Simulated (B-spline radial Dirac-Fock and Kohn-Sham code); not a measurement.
## Compton profile of In²¹⁺

System: In²¹⁺ in the configuration [Ar] 3d10.

Calculated with a B-spline atomic structure program, using the impulse approximation on configuration-average Dirac-Fock orbitals. pz is in atomic units of momentum; subshell profiles are per electron, for a selection of subshells; open shells are spread over both j values by their weights.

| pz | J total | J 2s1/2 | J 2p1/2 | J 3d5/2 |
| --- | --- | --- | --- | --- |
| 0 | 1.678 | 0.0599 | 0.0298 | 0.0568 |
| 0.4 | 1.674 | 0.0598 | 0.0298 | 0.0568 |
| 0.5 | 1.671 | 0.0597 | 0.0298 | 0.0568 |
| 0.6 | 1.669 | 0.0596 | 0.0298 | 0.0568 |
| 0.8 | 1.661 | 0.0593 | 0.0298 | 0.0568 |
| 1 | 1.652 | 0.0590 | 0.0298 | 0.0568 |
| 1.2 | 1.640 | 0.0587 | 0.0298 | 0.0568 |
| 1.4 | 1.627 | 0.0582 | 0.0298 | 0.0568 |
| 1.6 | 1.611 | 0.0577 | 0.0298 | 0.0568 |
| 1.8 | 1.594 | 0.0571 | 0.0298 | 0.0568 |
| 2 | 1.574 | 0.0565 | 0.0298 | 0.0567 |
| 2.5 | 1.517 | 0.0547 | 0.0298 | 0.0565 |
| 3 | 1.448 | 0.0525 | 0.0297 | 0.0560 |
| 4 | 1.285 | 0.0475 | 0.0295 | 0.0538 |
| 5 | 1.103 | 0.0418 | 0.0292 | 0.0495 |
| 7 | 0.7597 | 0.0300 | 0.0277 | 0.0362 |
| 10 | 0.4222 | 0.0154 | 0.0238 | 0.0172 |
| 15 | 0.1850 | 0.00389 | 0.0152 | 0.00388 |
| 20 | 0.09400 | 0.00158 | 0.00827 | 0.000879 |
| 30 | 0.03180 | 0.00137 | 0.00210 | 6.28e-05 |
| 40 | 0.01364 | 0.000882 | 0.000560 | 7.06e-06 |
| 60 | 0.003509 | 0.000252 | 6.04e-05 | < 1e-6 |
| 100 | 0.0004479 | 2.85e-05 | 2.77e-06 | < 1e-6 |

J(0) = 1.678. The 3d5/2 subshell gives the largest part, 20 %.

Mean momentum ⟨p⟩ by subshell (a.u.): 1s1/2 44.7, 2s1/2 15.8, 2p1/2 21.1, 2p3/2 20.2, 3s1/2 7.71, 3p1/2 9.21, 3p3/2 8.94, 3d3/2 10.6, 3d5/2 10.5.
